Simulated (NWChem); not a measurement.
Molecule: AgCl; SMILES [Cl][Ag]

All runs: NWChem. All runs use the structure optimised with PBE-D3(BJ)/def2-SVP. def2 effective core potentials on Ag; no spin-orbit coupling. Static field.

Task: What does the run give for LDA (Slater exchange, VWN5)/def2-SVPD? Quantities: isotropic polarisability (bohr³); anisotropy (bohr³).

Result: isotropic polarisability (bohr³): 43.7
anisotropy (bohr³): 24.0
